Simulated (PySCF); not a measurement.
Isomers of C6H8ClF, one GFN2-xTB conformer each. Single-point energies are computed at PBE0/pcSseg-1 (PySCF, gas phase, no added dispersion term), electronic only.

| SMILES | GFN2-xTB relative energy (kJ/mol) |
| --- | --- |
| C=CCC(=C)[C@@H](F)Cl | 152.8 |
| C/C=C(Cl)\C=C(/C)F | 87.4 |
| F[C@@H]1C[C@@H]2C[C@@H]2[C@H]1Cl | 0.0 |

Conformers: `[CH2:1]=[CH:2][CH2:3][C:4](=[CH2:5])[C@@H:6]([F:7])[Cl:8]` with C1–C2–C3–C4 119°, C2–C3–C4–C5 109°, C3–C4–C6–F7 166°; `[CH3:1]/[CH:2]=[C:3]([Cl:4])\[CH:5]=[C:6](/[CH3:7])[F:8]` with C2–C3–C5–C6 -149°; `[F:1][C@@H:2]1[CH2:3][C@@H:4]2[CH2:5][C@@H:6]2[C@H:7]1[Cl:8]` with F1–C2–C3–C4 -96°, C2–C3–C4–C5 51°, C3–C4–C5–C6 -97°, C4–C5–C6–C7 97°.

Question: What does PBE0/pcSseg-1 give for the same structures?

Answer: 
| SMILES | PBE0/pcSseg-1 E (Eh) | PBE0/pcSseg-1 (kJ/mol) | GFN2-xTB (kJ/mol) | point group |
| --- | --- | --- | --- | --- |
| F[C@@H]1C[C@@H]2C[C@@H]2[C@H]1Cl | -792.89353 | 0.0 | 0.0 | C1 |
| C/C=C(Cl)\C=C(/C)F | -792.87318 | 53.4 | 87.4 | C1 |
| C=CCC(=C)[C@@H](F)Cl | -792.85994 | 88.2 | 152.8 | C1 |

Both levels put the same isomer lowest; measured from each level's own lowest isomer, the values differ by up to 64.6 kJ/mol (C=CCC(=C)[C@@H](F)Cl: 152.8 against 88.2). As drawn, the lowest has a three-membered ring, which the highest lacks; the highest has a C=C bond outside aromatic rings, which the lowest lacks.

Question: Which frontier levels, dipoles and rotational constants go with these structures?

Answer: 
```csv
SMILES,"HOMO (eV, PBE0/pcSseg-1)",LUMO (eV),dipole (D),"A, B, C (MHz)"
F[C@@H]1C[C@@H]2C[C@@H]2[C@H]1Cl,-8.29,0.50,1.60,"2478, 1507, 1208"
C/C=C(Cl)\C=C(/C)F,-6.55,-0.82,1.33,"2069, 1186, 798.7"
C=CCC(=C)[C@@H](F)Cl,-7.83,-0.83,2.39,"2149, 1175, 964.2"
```
